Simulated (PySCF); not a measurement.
Ti(F)2(OH)2 (F2H2O2Ti), SMILES [OH][Ti]([F])([F])[OH], multiplicity 1. Atoms are numbered in the order given.

```xyz
7

Ti     0.0163    -0.0075    -0.0022
F      0.9505     1.2168    -0.8404
F      1.0425    -0.7432     1.2181
O     -0.5159    -1.2473    -1.1564
H     -1.3775    -1.6106    -1.3956
O     -1.3850     0.7390     0.7726
H     -1.7113     1.5784     1.1164
```
Charge 0, spin multiplicity 1.

Geometry: B3LYP-D3(BJ)/def2-SVP. The spin state was assumed, not searched. The structure was generated by enumeration; whether it is a known compound was not checked. The values are those of a single conformer.

All values below come from PySCF with PBE/pcSseg-1.

GIAO shieldings, no solvent; atoms listed in one row are averaged. δ = σ(ref) − σ: ¹⁹F against CFCl3 (σ = 133.6 ppm); ¹⁷O against H2O (σ = 334.3 ppm); ¹H against TMS (σ = 31.49 ppm), references at their B3LYP-D3(BJ)/def2-TZVP geometries, non-relativistic.

| nucleus | atoms | count | δ (ppm) |
|---|---|---|---|
| ¹⁹F | F2 | 1 | 280.7 |
| ¹⁹F | F3 | 1 | 273.3 |
| ¹⁷O | O4 | 1 | 360.1 |
| ¹⁷O | O6 | 1 | 330.9 |
| ¹H | H5 | 1 | 8.01 |
| ¹H | H7 | 1 | 6.54 |
